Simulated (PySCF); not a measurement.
## Vertical excitation energies

Species: C7H9NOSi.
Bonds: C1–N2 (double), N2–C3, C3–C4 (aromatic), C4–C5 (aromatic), C5–C6 (aromatic), C6–O7, O7–Si8, C6–C9 (aromatic), C9–C10 (aromatic), C3–C10 (aromatic). Hydrogens: H11, H12 on C1; H13 on C4; H14 on C5; H15, H16, H17 on Si8; H18 on C9; H19 on C10.

Method: PySCF 2.14.0, density-fitted response routines, TDDFT wB97X-D/def2-SVPD, vertical, gas phase, core orbitals frozen in the response. One conformer (not necessarily the lowest) at the PBE0-D3(BJ)/def2-SVP geometry, without solvent, vibrations or thermal averaging. Torsions of this conformer, `[CH2:1]=[N:2][c:3]1[cH:4][cH:5][c:6]([O:7][SiH3:8])[cH:9][cH:10]1`: C1–N2–C3–C4 36°, C5–C6–O7–Si8 179°.

```json
{"state": "S1", "λ (nm)": "287.8", "E (eV)": "4.31", "f": "0.124", "main configurations (H = HOMO, L = LUMO)": "H→L (63%), H-2→L (29%)"}
{"state": "S2", "λ (nm)": "252.6", "E (eV)": "4.91", "f": "0.018", "main configurations (H = HOMO, L = LUMO)": "H→L+1 (74%), H-1→L (17%)"}
{"state": "S3", "λ (nm)": "229.3", "E (eV)": "5.41", "f": "0.281", "main configurations (H = HOMO, L = LUMO)": "H-2→L (52%), H→L (30%)"}
{"state": "S4", "λ (nm)": "201.0", "E (eV)": "6.17", "f": "0.155", "main configurations (H = HOMO, L = LUMO)": "H-1→L (68%), H→L+1 (19%)"}
{"state": "S5", "λ (nm)": "196.9", "E (eV)": "6.30", "f": "0.014", "main configurations (H = HOMO, L = LUMO)": "H→L+2 (47%), H→L+4 (16%), H→L+3 (12%)"}
{"state": "S6", "λ (nm)": "193.8", "E (eV)": "6.40", "f": "0.042", "main configurations (H = HOMO, L = LUMO)": "H→L+4 (36%), H→L+2 (24%), H-1→L+1 (19%)"}
{"state": "S7", "λ (nm)": "183.7", "E (eV)": "6.75", "f": "0.148", "main configurations (H = HOMO, L = LUMO)": "H→L+3 (24%), H-1→L+1 (18%), H-2→L+1 (17%)"}
{"state": "S8", "λ (nm)": "182.6", "E (eV)": "6.79", "f": "0.015", "main configurations (H = HOMO, L = LUMO)": "H-2→L+1 (65%), H→L+3 (12%), H→L+5 (10%)"}
{"state": "S9", "λ (nm)": "179.1", "E (eV)": "6.92", "f": "0.550", "main configurations (H = HOMO, L = LUMO)": "H-1→L+1 (44%), H→L+4 (17%), H-2→L+1 (10%)"}
{"state": "S10", "λ (nm)": "173.1", "E (eV)": "7.16", "f": "0.0079", "main configurations (H = HOMO, L = LUMO)": "H→L+6 (78%)"}
```

Triplets (Tamm–Dancoff): T1 3.33 eV, H→L (83%); T2 4.13 eV, H→L+1 (84%); T3 4.18 eV, H-2→L (59%), H→L+1 (9%); T4 4.60 eV, H-1→L+1 (69%).

The lowest singlet lies at 4.31 eV (288 nm, ultraviolet) and is of moderate strength; its leading configuration is HOMO→LUMO (63%). The strongest level in the table is S9 at 6.92 eV (179 nm, f = 0.550). Löwdin shares by element: HOMO carbon 30% or more, nitrogen 14%, oxygen 13% (atoms not listed hold the other 43%); LUMO carbon 44% or more, nitrogen 22% (atoms not listed hold the other 35%). Weighted by f, the mean energy of these states is 6.21 eV. The listed states span 2.86 eV, and the widest gap between neighbours is 0.76 eV (S3 to S4). Orbital energies (eV): HOMO-3 -10.98, HOMO-2 -9.71, HOMO-1 -9.32, HOMO -8.03, LUMO 0.56, LUMO+1 1.27, LUMO+2 1.86. No computed singlet lies in the visible range (380 to 750 nm); the lowest, at 288 nm, stands 1.04 eV above its violet end (3.26 eV). All these states lie below the vertical ionisation energy of 8.04 eV (ΔSCF). Singlets were solved by full linear response, triplets in the Tamm–Dancoff approximation.
